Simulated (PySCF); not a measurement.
C6H9N2 (charge +1).
SMILES: `[NH3+]CC1=CC=NC=C1`

The calculation used TDDFT wB97X-D/def2-SVPD, vertical, gas phase, core orbitals frozen in the response (PySCF). Isolated species at its GFN2-xTB geometry (one conformer only). Torsions of this conformer, `[NH3+:1][CH2:2][c:3]1[cH:4][cH:5][n:6][cH:7][cH:8]1`: N1–C2–C3–C4 85°.

Each state is given a Gaussian of 0.3 eV full width at half maximum, with ε(max) = 2.175×10⁸ f / Δν̃ (Δν̃ the width in cm⁻¹). The cross-section is σ = 3.8235×10⁻²¹ ε cm², given in Mb (10⁻¹⁸ cm²). The width is an assumption, not a result. The curve ends short of the highest state used, and states not computed would add to its high-energy end.

(λ (nm), σ (Mb)): (180.8, 10.27), (184.4, 2.51), (188.0, 1.01), (191.6, 1.87), (195.2, 2.11), (198.7, 1.08), (202.3, 0.26), (205.9, 0.03), (209.5, 0.04), (213.1, 0.47), (216.7, 2.80), (220.3, 9.18), (223.8, 17.12), (227.4, 19.84), (231.0, 14.55), (234.6, 7.05), (238.2, 2.34), (241.8, 0.55), (245.4, 0.10), (249.0, 0.02), (252.5, 0.01), (256.1, 0.03), (259.7, 0.10), (263.3, 0.28), (266.9, 0.56), (270.5, 0.87), (274.1, 1.07), (277.6, 1.06), (281.2, 0.86), (284.8, 0.58), (288.4, 0.33), (292.0, 0.16), (295.6, 0.06), (299.2, 0.02), (302.8, 0.01), (306.3, 0.00)

Q: Locate the maxima and give the states behind the curve.

A: 276 nm (4.50 eV), ε about 290, made up of S1 (100%); 227 nm (5.47 eV), ε about 5200, made up of S3 (100%); 194 nm (6.39 eV), ε about 580, made up of S4 (100%) (ε in L mol⁻¹ cm⁻¹; maxima over ε = 5, shares over 10%). At its high-energy end, 6.86 eV, the curve is still rising (ε about 2800, from S5, S6 and S7). The states used: S1 4.50 eV (f 0.0032); S2 4.94 eV (f 0.0000); S3 5.47 eV (f 0.058); S4 6.39 eV (f 0.0065); S5 6.85 eV (f 0.0044); S6 6.93 eV (f 0.014); S7 7.21 eV (f 0.612); S8 7.46 eV (f 0.349).

Q: Coming from long wavelengths, where does ε first pass 100 L mol⁻¹ cm⁻¹?

A: At about 287 nm (4.31 eV), 0.18 eV below S1.

Q: What would ε be at 5.47 eV, the highest of these maxima, with half the width (0.15 eV)?

A: About 10500 L mol⁻¹ cm⁻¹ against 5230, a factor of about 2.00; a lone state at its own centre would give exactly 2.

Q: On this curve, what absorbance would a 10⁻⁴ mol/L sample give at 266 nm over a 1 cm path?

A: 266 nm is 4.661 eV, where ε is about 130 L mol⁻¹ cm⁻¹, so A = ε c l ≈ 0.013 (Beer–Lambert, with the gas-phase spectrum and the assumed width).
